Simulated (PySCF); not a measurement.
**Partial charges of `[SiH3]N([SiH3])[SiH3]`**

Compound: H9NSi3.
Atom-mapped SMILES: `[SiH3:1][N:2]([SiH3:3])[SiH3:4]` (hydrogens: H5, H6, H7 on Si1; H8, H9, H10 on Si3; H11, H12, H13 on Si4)

Geometry (GFN2-xTB, Å), atoms numbered from 1 in this order:
```xyz
13
H9NSi3 angstrom
Si     0.2906    1.6502    0.5486
N      0.0274    0.0360   -0.0579
Si    -1.6019   -0.5075   -0.3616
Si     1.3152   -1.1364    0.0429
H     -0.6721    2.5316   -0.1087
H      0.1012    1.6894    2.0035
H      1.6606    2.0302    0.2102
H     -2.3484    0.6195   -0.9165
H     -1.5289   -1.6065   -1.3219
H     -2.2301   -0.9659    0.8830
H      1.3556   -1.7398    1.3801
H      1.0573   -2.1622   -0.9652
H      2.5691   -0.4383   -0.2327
```

Density: PBE0/pcSseg-1 (PySCF); schemes: Mulliken, IAO, Hirshfeld and ESP-fitted. Geometry: GFN2-xTB; no solvent, vibrations or thermal averaging.

Q: What partial charge does each atom carry?

A: In e:

| atom | environment | Mulliken | IAO | Hirshfeld | ESP-fitted |
| --- | --- | --- | --- | --- | --- |
| Si1 | SiH3 silicon | +0.632 | +0.735 | +0.347 | +0.459 |
| N2 | nitrogen bridging silicon atoms | -1.075 | -1.029 | -0.344 | -0.489 |
| Si3 | SiH3 silicon | +0.632 | +0.735 | +0.347 | +0.450 |
| Si4 | SiH3 silicon | +0.633 | +0.736 | +0.347 | +0.437 |
| H5 | Si–H hydrogen | -0.093 | -0.124 | -0.074 | -0.094 |
| H6 | Si–H hydrogen | -0.088 | -0.145 | -0.084 | -0.105 |
| H7 | Si–H hydrogen | -0.093 | -0.124 | -0.075 | -0.095 |
| H8 | Si–H hydrogen | -0.093 | -0.124 | -0.074 | -0.092 |
| H9 | Si–H hydrogen | -0.093 | -0.124 | -0.075 | -0.092 |
| H10 | Si–H hydrogen | -0.088 | -0.145 | -0.084 | -0.103 |
| H11 | Si–H hydrogen | -0.088 | -0.145 | -0.083 | -0.100 |
| H12 | Si–H hydrogen | -0.093 | -0.124 | -0.074 | -0.088 |
| H13 | Si–H hydrogen | -0.093 | -0.124 | -0.075 | -0.088 |

Mean size of the charges over all atoms: IAO 0.339 e, Mulliken 0.292 e, ESP-fitted 0.207 e, Hirshfeld 0.160 e. Each set sums to the total charge, 0, to within 0.001 e. The Mulliken scheme gives each basis function's population to the atom it is centred on and halves the overlap population of two atoms between them. The Hirshfeld scheme divides the density at each point in proportion to the densities of the neutral, spherically averaged free atoms.

Lowest charge. All schemes agree: Mulliken N2 (-1.075); IAO N2 (-1.029); Hirshfeld N2 (-0.344); ESP-fitted N2 (-0.489).

Highest charge. All schemes pick atoms of one kind: Mulliken Si4 (+0.633); IAO Si4 (+0.736); Hirshfeld Si1, Si3 and Si4 (+0.347); ESP-fitted Si1 (+0.459).

Q: Sum the charges by element, for elements with more than one atom.

A: 
```tsv
element	atoms	Mulliken	IAO	Hirshfeld	ESP-fitted
Si	3	+1.898	+2.206	+1.042	+1.347
H	9	-0.823	-1.177	-0.698	-0.857
```

Q: How many electrons does the IAO scheme count on Si3?

A: Z − q = 14 − (+0.735) = 13.265.
